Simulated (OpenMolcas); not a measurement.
# Mn2+ in a point-charge field

Mn2+ among 6 point charges of -1.5 e arranged as a trigonal antiprism (D3d), 1.92 Å from the ion, with a polar angle of 56.9° against the regular 54.74°.
```
   0.0000    1.6089    1.0478  -1.50
  -1.3933   -0.8044    1.0478  -1.50
   1.3933   -0.8044    1.0478  -1.50
   0.0000   -1.6089   -1.0478  -1.50
   1.3933    0.8044   -1.0478  -1.50
  -1.3933    0.8044   -1.0478  -1.50
```

```yaml
Program: OpenMolcas
Method: "SS-CASPT2, IPEA 0.25 Eh, imaginary shift 0.1 Eh (closed shells correlated: 3s 3p)"
Basis: ANO-RCC-VDZP [5s4p2d1f]
Scalar_Hamiltonian: DKH2, point nucleus
Active_space: 5 electrons in 5 orbitals (3d)
State_averaging: 2S+1 = 6 even, 1 root; 2S+1 = 4 even, 24 roots; 2S+1 = 2 even, 75 roots
Spin-orbit_coupling: state interaction with AMFI integrals over the reference wave functions
```

The lowest spin-free states (labels of D3, the rotations of D3d), above the lowest:

```json
{"State": "6A1", "Degeneracy": "1", "E (cm-1)": "0", "Free-ion L (%)": "S (100)"}
{"State": "4E", "Degeneracy": "2", "E (cm-1)": "24430", "Free-ion L (%)": "G (71)"}
{"State": "4A2", "Degeneracy": "1", "E (cm-1)": "24550", "Free-ion L (%)": "G (71)"}
{"State": "4E", "Degeneracy": "2", "E (cm-1)": "27050", "Free-ion L (%)": "G (96)"}
{"State": "4A1", "Degeneracy": "1", "E (cm-1)": "27490", "Free-ion L (%)": "G (98)"}
{"State": "4E", "Degeneracy": "2", "E (cm-1)": "28300", "Free-ion L (%)": "G (99)"}
{"State": "4A1", "Degeneracy": "1", "E (cm-1)": "28620", "Free-ion L (%)": "G (100)"}
{"State": "4E", "Degeneracy": "2", "E (cm-1)": "32260", "Free-ion L (%)": "D (91)"}
{"State": "4A1", "Degeneracy": "1", "E (cm-1)": "32470", "Free-ion L (%)": "D (93)"}
{"State": "4E", "Degeneracy": "2", "E (cm-1)": "34500", "Free-ion L (%)": "D (43)"}
{"State": "2E", "Degeneracy": "2", "E (cm-1)": "35880", "Free-ion L (%)": "I (58)"}
{"State": "4E", "Degeneracy": "2", "E (cm-1)": "36190", "Free-ion L (%)": "D (56)"}
{"State": "2A1", "Degeneracy": "1", "E (cm-1)": "36360", "Free-ion L (%)": "I (59)"}
{"State": "4A2", "Degeneracy": "1", "E (cm-1)": "36610", "Free-ion L (%)": "P (71)"}
{"State": "2A2", "Degeneracy": "1", "E (cm-1)": "37470", "Free-ion L (%)": "I (77)"}
{"State": "2E", "Degeneracy": "2", "E (cm-1)": "38410", "Free-ion L (%)": "I (81)"}
{"State": "2A2", "Degeneracy": "1", "E (cm-1)": "38780", "Free-ion L (%)": "I (82)"}
{"State": "2E", "Degeneracy": "2", "E (cm-1)": "38880", "Free-ion L (%)": "I (82)"}
{"State": "2A1", "Degeneracy": "1", "E (cm-1)": "38920", "Free-ion L (%)": "I (83)"}
{"State": "2E", "Degeneracy": "2", "E (cm-1)": "40110", "Free-ion L (%)": "I (92)"}
```

The lowest levels with spin-orbit coupling:

```tsv
E (cm-1)	Degeneracy	Label	2S+1	g
0	4		6	
0	2	E1/2	6	0.00 0.00 10.01
24410	2	E1/2	4	1.50 1.50 3.34
24420	2	E3/2	4	0.00 0.00 2.97
24420	2	E1/2	4	2.09 2.09 2.62
24430	2	E1/2	4	3.06 3.06 3.12
24550	2	E3/2	4	0.00 0.00 5.86
24560	2	E1/2	4	2.00 3.44 3.44
26980	2	E1/2	4	0.88 0.88 1.39
27020	2	E1/2	4	1.56 1.56 2.65
27070	2	E3/2	4	0.00 0.00 6.75
27110	2	E1/2	4	0.00 0.00 10.84
27500	2	E1/2	4	2.00 4.77 4.77
27500	2	E3/2	4	0.00 0.00 5.99
28280	2	E1/2	4	0.01 0.01 6.22
28290	2	E3/2	4	0.00 0.00 2.37
28300	2	E1/2	4	1.12 1.95 1.95
28310	2	E1/2	4	1.85 1.85 5.05
28620	2	E3/2	4	0.00 0.00 6.03
28620	2	E1/2	4	2.01 3.96 3.96
```

Powder χT (cm3 K/mol): 4.39 at 2 K, 4.39 at 10 K, 4.39 at 50 K, 4.39 at 100 K, 4.39 at 200 K, 4.39 at 300 K. The effective moment at 300 K is 2.828 √(χT) = 5.92 μB.

The lowest level has 2S+1 = 6, for which the spin-only value is χT = S(S+1) / 2 = 4.375 cm3 K/mol (g = 2). The computed 4.386 at 300 K differs by +0.011, little more than the free-electron g of 2.0023 accounts for.

Roots that are degenerate in the reference are averaged as groups; the widest CASPT2 spread within a group is 57 cm-1 (the 2-fold group of multiplicity 2 near 66000 cm-1 above the lowest state of its run). Shifts and gaps below about the spread of the groups concerned are not significant. Free-ion shares, where given, are those of the reference states; single-state CASPT2 does not remix them. This is an electrostatic model: the charges have no orbitals. No measured value stands beside these numbers.
